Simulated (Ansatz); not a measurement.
Gas-phase electronic energies from Ansatz, PBE0-D4/def2-TZVP geometries. CCSD(T)/CBS adds triple-zeta CCSD(T) − MP2 to the extrapolated MP2 energy (def2 sets, frozen cores). DFT in def2-TZVPP. For Ge outer-core shells are correlated without core-valence functions, which leaves a few kJ/mol of doubt a bond. Scalar relativity is left out up to krypton. One conformer a species, not always the lowest.

Consider the ligand exchange at a Ge–C bond: `O[SiH2]/C=[CH]\[GeH2][OH]` + `C[SiH](O)O` → `C[SiH](O)[O][GeH2][OH]` + `C=C[SiH2]O`.

`O[SiH2]/C=[CH]\[GeH2][OH]`:

Cartesian coordinates in Å:
```
O -0.545 1.797 -0.031
Si -1.265 1.071 1.270
C -0.882 -0.732 1.109
C -0.048 -1.246 0.204
Ge 0.998 -0.343 -1.164
O 1.911 -1.762 -1.779
H -0.126 2.648 0.099
H -0.725 1.644 2.535
H -2.736 1.295 1.259
H -1.378 -1.419 1.797
H 0.114 -2.324 0.182
H 0.185 0.243 -2.331
H 2.019 0.679 -0.626
H 2.479 -1.551 -2.522
```

`C[SiH](O)O`:

Z-matrix (Å, degrees):
```
C
Si 1 1.852
H 1 1.093 2 111.0
H 1 1.093 2 110.6 3 119.4
H 1 1.092 2 110.8 3 -120.4
O 2 1.647 1 105.2 3 -58.4
O 2 1.646 1 112.8 3 64.2
H 2 1.484 1 113.0 3 -179.4
H 6 0.958 2 117.2 1 -175.7
H 7 0.958 2 117.6 1 -54.3
```

`C[SiH](O)[O][GeH2][OH]`:

Cartesian coordinates in Å:
```
C 0.620 1.492 1.239
Si -0.564 0.097 0.976
O 0.315 -1.304 1.147
O -1.232 0.143 -0.515
Ge -0.527 -0.492 -2.018
O 1.196 -0.783 -1.729
H 0.127 2.454 1.079
H 1.027 1.477 2.252
H 1.451 1.414 0.532
H -1.682 0.090 1.955
H -0.162 -2.078 1.450
H -1.276 -1.796 -2.343
H -0.615 0.583 -3.102
H 1.322 -1.296 -0.922
```

`C=C[SiH2]O`:

Z-matrix (Å, degrees):
```
Si
C 1 1.857
O 1 1.649 2 111.4
H 1 1.491 2 108.7 3 122.7
H 1 1.484 2 111.0 3 -117.5
C 2 1.330 1 122.9 3 6.6
H 2 1.090 1 118.9 3 -173.1
H 3 0.958 1 117.3 2 72.7
H 6 1.087 2 121.4 1 0.7
H 6 1.086 2 122.4 1 -179.7
```

| level | ΔE (kJ/mol) |
| --- | --- |
| B2PLYP | -74.0 |
| r2SCAN | -71.5 |

Question: What does CCSD(T)/CBS give? (Best estimate.)

Answer: Computed: -68.8 kJ/mol. The listed levels differ from it by -5.2, -2.7 kJ/mol.

Largest T1 diagnostic among the species: 0.012.

In def2-TZVPP, CCSD(T) changes the Hartree–Fock value by +16.0 kJ/mol (the triples alone add +1.1 kJ/mol) and MP2 by +17.2 kJ/mol.
